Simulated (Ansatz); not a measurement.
Kohn–Sham single points on C2H8AlNSi.

```yaml
crystal:
  periodic: [false, false, false]
  atoms:
    - {symbol: Al, position_ang: [-0.637794, -0.251782, 1.907006]}
    - {symbol: C, position_ang: [-0.225635, -1.811051, 0.691161]}
    - {symbol: N, position_ang: [-0.321283, -0.581011, -0.005472]}
    - {symbol: C, position_ang: [0.476184, -0.152684, -0.911438]}
    - {symbol: Si, position_ang: [0.437452, 1.636085, -1.467044]}
    - {symbol: H, position_ang: [-2.149051, -0.195788, 2.376727]}
    - {symbol: H, position_ang: [0.516931, 0.672878, 2.476361]}
    - {symbol: H, position_ang: [0.625257, -2.448581, 0.454280]}
    - {symbol: H, position_ang: [-1.185918, -2.331012, 0.699822]}
    - {symbol: H, position_ang: [1.184173, -0.867194, -1.351502]}
    - {symbol: H, position_ang: [-0.651599, 2.329300, -0.737719]}
    - {symbol: H, position_ang: [1.746734, 2.279367, -1.182544]}
    - {symbol: H, position_ang: [0.204948, 1.686773, -2.934839]}
basis:
  gaussian: {orbitals: def2-TZVPP}
hamiltonian: {xc: {name: r2SCAN0}, dispersion: d4}
output: {orbitals: {seedname: orbitals}}
```

```sh
$ ansatz run in.yaml --threads 4 --pin off --events-out ev --progress --plain --max-ram 10444MiB
```

It prints (some lines left out):

```
Functional definition: r2SCAN0
1578 factors; their error is unknown
mean field evaluation 1: about -18159.0054 eV, gradient 5.1e1 eV
mean field evaluation 2: about -18152.5383 eV, gradient 7.1e1 eV
mean field evaluation 4: about -18165.0571 eV, gradient 5.7e0 eV
mean field evaluation 8: about -18165.1554 eV, gradient 4.3e-1 eV
mean field evaluation 16: about -18165.1557 eV, gradient 4.5e-5 eV
mean field -18165.15565156 eV, -667.5571574100 hartree, gradient 4.5e-5 eV, S^2 0.000000; 0 other end points of the search recorded, 0 dependent functions left out
reference -18165.15566493 eV, -667.5571579015 hartree; 27, 27 occupied and 262, 262 virtual orbitals, 1578 factors
Total energy: -18165.24510329 eV, -667.5604447005 hartree
```

It took 4.2 s on 4 threads of a server CPU on a shared host, with 0.84 GiB of host memory at the peak.

With the line `hamiltonian: {xc: {name: LC-wPBE}}` (abridged; 3 s):

```
Functional definition: LC-wPBE
mean field evaluation 16: about -18162.2574 eV, gradient 2.3e-4 eV
mean field -18162.25737639 eV, -667.4506477623 hartree, gradient 1.6e-5 eV, S^2 0.000000
Total energy: -18162.25737640 eV, -667.4506477626 hartree
```

The same input with `hamiltonian: {xc: {name: B2PLYP}}` (abridged; 6.5 s):

```
Functional definition: B2PLYP
mean field evaluation 16: about -18153.0088 eV, gradient 1.3e-4 eV
mean field -18153.00884356 eV, -667.1107704496 hartree, gradient 4.8e-6 eV, S^2 0.000000
13 core orbitals not correlated: weight in the atoms' cores, before any rotation towards them, 1.000 or more for the frozen orbitals, at most 0.000 for the correlated occupied ones
second order -25.13407643 eV of doubles, -0.00000000 eV of singles
Total energy: -18159.79525698 eV, -667.3601665429 hartree
```

With the line `hamiltonian: {xc: {name: r2SCANh}, dispersion: d4}` (abridged; 4.5 s):

```
Functional definition: r2SCANh
mean field evaluation 16: about -18165.5874 eV, gradient 1.7e-4 eV
mean field -18165.58742386 eV, -667.5730247496 hartree, gradient 4.3e-5 eV, S^2 0.000000
Total energy: -18165.66838350 eV, -667.5759999612 hartree
```

The same input with `hamiltonian: {xc: {name: wB97M-V}}` and forces (abridged; 11 s):

```
Functional definition: wB97M-V
mean field evaluation 16: about -18166.5187 eV, gradient 6.6e-4 eV
mean field -18166.51866918 eV, -667.6072473836 hartree, gradient 4.1e-5 eV, S^2 0.000000
Total energy: -18166.51873556 eV, -667.6072498230 hartree
Atom 0 force    -0.044918     0.040599     0.188871 eV/Å
Atom 1 force     0.013184    -0.376795     0.280818 eV/Å
Atom 2 force     0.050268     0.392125    -0.398241 eV/Å
Atom 3 force    -0.000206    -0.150851     0.043835 eV/Å
Atom 4 force    -0.004443     0.231019    -0.079082 eV/Å
Atom 5 force     0.152996     0.004763    -0.049228 eV/Å
Atom 6 force    -0.106385    -0.083279    -0.062040 eV/Å
Atom 7 force    -0.065478     0.071521    -0.004109 eV/Å
Atom 8 force     0.086220     0.044672    -0.058780 eV/Å
Atom 9 force    -0.066014     0.021319     0.059974 eV/Å
Atom 10 force     0.123551    -0.090912    -0.078134 eV/Å
Atom 11 force    -0.160944    -0.090528    -0.026719 eV/Å
Atom 12 force     0.022169    -0.013652     0.182834 eV/Å
Dipole moment:     0.211297    -0.141580    -0.408435 e Å
```

Changing it to `hamiltonian: {xc: {name: BHLYP}, dispersion: d4}` (abridged; 3.3 s):

```
Functional definition: BHLYP
mean field evaluation 16: about -18167.2325 eV, gradient 6.1e-5 eV
mean field -18167.23245285 eV, -667.6334784496 hartree, gradient 6.1e-5 eV, S^2 0.000000
Total energy: -18167.60820236 eV, -667.6472869896 hartree
```
